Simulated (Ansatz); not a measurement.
A series at Ge: from `[SH][Ge]([Cl])([Cl])[Cl]`, ligands are replaced one by one, each step taking up H₂S and setting free HCl; n counts the steps. Ansatz, PBE0-D4/def2-TZVP geometries. Each molecule was computed in one conformer, which needn't be the lowest.

```tsv
n	molecule	HOMO energy, ωB97M-V/def2-TZVPP (eV)
0	`[SH][Ge]([Cl])([Cl])[Cl]`	?
1	`[SH][Ge]([SH])([Cl])[Cl]`	-10.38
2	`[SH][Ge]([SH])([SH])[Cl]`	-9.87
3	`[SH][Ge]([SH])([SH])[SH]`	-9.78
```

Problem. By hand: fit a straight line y = ȳ + b (n − n̄) to the 3 given rows and predict n = 0.

Solution. n̄ = 2.000, ȳ = -10.010; Σ(n − n̄)(y − ȳ) = 0.600, Σ(n − n̄)² = 2.000, so b = 0.300 eV a step. Prediction: -10.010 + (0.300) × (-2.000) = -10.61 eV.

Problem. By hand: compare with the computed value, -10.57 eV, and give the steps along the whole series.

Solution. The line misses by 0.04 eV (computed minus predicted). Steps: 0.19, 0.51, 0.09 eV.

One step carries most of the change, so a line is a poor guide. The highest orbital can change its character along such a series. The miss is 5.1 % of the series' range.
